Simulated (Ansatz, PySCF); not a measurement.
C₂H₇AlO₃, singlet, at a GFN2-xTB geometry (such geometries of metal compounds can be far from the true shape), atoms displaced at random by about 0.08 Å a coordinate. Base run: PySCF with R2SCAN/STO-3G, gradient.

PySCF was given this input:
```python
from pyscf import gto, scf, dft

mol = gto.Mole()
mol.atom = '''
    Al   -0.23620960    0.20134431    0.40007819
    O    -0.55014911    0.21898143    2.02721379
    H    -0.95312888    0.82784194    2.43818353
    O     0.94599084   -0.97988999   -0.25884915
    C     1.94946417   -2.13393910    0.06827256
    H     1.91811256   -2.30239805    1.07481020
    H     1.61403987   -3.03691859   -0.55202348
    H     2.83450250   -1.74201450   -0.47326927
    O    -1.00078728    1.05376890   -0.66110149
    C    -1.20038161    1.34147686   -2.05550646
    H    -0.62742135    0.81307444   -2.58339642
    H    -2.35912739    1.31435623   -2.13298127
    H    -0.89577486    2.45864144   -2.17105169
'''
mol.basis = 'sto-3g'
mol.verbose = 4
mol.build()

mf = dft.RKS(mol)
mf.xc = 'r2scan'
mf.kernel()
g = mf.nuc_grad_method()
grad = g.kernel()
```

Programs used: Ansatz (an electronic-structure program), PySCF; a row that names a program was run with it.

The coordinate followed is x of atom 5.

Each row names what was changed in the base input (with any setting that the change needs).

| change | dE/dx (Eh/bohr) | net force (Eh/bohr) |
|---|---|---|
| base | 0.079799 | 0.000676 |
| finite difference step (bohr) = 0.2; conv_tol = 1e-11 | ___ | - |
| code = ansatz | 0.079489 | 0.000000 |
| density fitting = on; auxbasis_response = off | 0.080174 | 0.002429 |
| finite difference step (bohr) = 1e-3; conv_tol = 1e-11 | 0.079461 | - |
| conv_tol = 1e-4 | 0.079826 | 0.000672 |
| density fitting = on | 0.079808 | 0.000675 |
| conv_tol = 1e-11 | 0.079799 | 0.000676 |
| grids.level = 0; grid_response = on | 0.078149 | 0.000000 |
| finite difference step (bohr) = 0.01; conv_tol = 1e-11 | 0.079468 | - |
| conv_tol = 1e-6 | 0.079804 | 0.000675 |
| grids.level = 1; grid_response = on | 0.079353 | 0.000000 |

Question: Fill in the missing entries.

Answer: 
- finite difference step (bohr) = 0.2; conv_tol = 1e-11, dE/dx (Eh/bohr): 0.082254

The net force is zero for an exact gradient.
